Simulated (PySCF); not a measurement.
Harmonic spectrum computed at PBE0 in the def2-TZVP basis family (core potentials from Rb on, PySCF, no spin–orbit coupling):

```
symmetry  ω (cm⁻¹)  IR (km/mol)
      a'       264         31.8
      a'       614          2.1
      a'      1657          221
```

Task: Which molecule gave it? In each, all ligands are bound to the one heavy central atom.
A. HSnO (doublet)
B. HTlO (singlet)
C. HSbO (singlet)
D. HInO (singlet)
E. HGaO (singlet)

Result: A. It has Cs symmetry with Sn–H 1.778 Å, Sn–O 1.913 Å.
